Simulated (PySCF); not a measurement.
C3H5BF2, SMILES C=C(C)B(F)F. Atoms are numbered in the order given.

```xyz
11

C      1.4313     1.2190     0.0000
C      0.1676     0.7571     0.0000
C     -1.0342     1.6686     0.0000
B     -0.0567    -0.7815     0.0000
F     -1.2787    -1.2979     0.0000
F      0.9497    -1.6453     0.0000
H      1.6574     2.2917     0.0000
H      2.2861     0.5365     0.0000
H     -1.6714     1.4844    -0.8814
H     -1.6714     1.4844     0.8814
H     -0.7448     2.7305     0.0000
```
Charge 0, spin multiplicity 1.

Coordinates come from a B3LYP-D3(BJ)/def2-SVP optimisation. Other conformers were not sampled.

Computed with PBE0/pcSseg-1 run with PySCF.

GIAO shieldings, no solvent; atoms listed in one row are averaged. δ = σ(ref) − σ: ¹³C against TMS (σ = 186.3 ppm); ¹¹B against BF3 (σ = 88.8 ppm); ¹⁹F against CFCl3 (σ = 167.2 ppm); ¹H against TMS (σ = 31.56 ppm), references at their B3LYP-D3(BJ)/def2-TZVP geometries, non-relativistic.

Computed chemical shifts:
| nucleus | atoms | count | δ (ppm) |
|---|---|---|---|
| ¹³C | C1 | 1 | 151.3 |
| ¹³C | C2 | 1 | 144.3 |
| ¹³C | C3 | 1 | 25.6 |
| ¹¹B | B4 | 1 | 12.0 |
| ¹⁹F | F5 | 1 | -88.6 |
| ¹⁹F | F6 | 1 | -99.2 |
| ¹H | H8 | 1 | 6.86 |
| ¹H | H7 | 1 | 6.68 |
| ¹H | H9, H10, H11 | 3 | 2.25 |
